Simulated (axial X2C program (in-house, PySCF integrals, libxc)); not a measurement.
## Worked dissociation energy of BeI: MP2, 2c

Calculated with an in-house all-electron X2C program for linear molecules (integrals from PySCF). Two-component (2c) means X2C with spin–orbit coupling and atomic mean-field two-electron Coulomb and Gaunt terms. Basis: I dyall-cv3z [11s12p8d4f1g], Be dyall-cv3z [8s8p3d1f] (cores contracted in-house); Gaussian nuclei, density fitting, unrestricted open shells. Masses: I 126.904 u, Be 9.012 u.

Molecular state: Ω = 1/2 (⟨Sz⟩ = 0.50, ⟨Lz⟩ = 0.00 at HF).

Correlated methods: 9 electrons correlated (number of frozen shells: I 4 s, 3 p, 2 d; Be 1 s), 225 virtual spin orbitals or spinors in MP2.

```
E(I) (2M_J = 3)  : -7109.905438 hartree
E(Be) (2M_J = 0) : -14.604146 hartree
E(BeI) at Re     : -7124.602692 hartree
ωe               : 622.0 cm⁻¹
ωexe             : 3.03 cm⁻¹
```

Q: Work out De and D0.

A: De = -7109.905438 + (-14.604146) − (-7124.602692) = 0.09311 hartree = 2.534 eV. The zero-point energy is ωe/2 − ωexe/4 = 310 cm⁻¹ = 0.038 eV, so D0 = 2.495 eV.

One determinant describes the state; a PBE0 search over occupations chose it and may have missed a lower one. Dissociation energies refer to the lowest single-determinant-based atoms at the same level and basis.

Each atomic determinant is the lowest at this level and need not be a pure J level. Totals compare only within one Hamiltonian and basis.
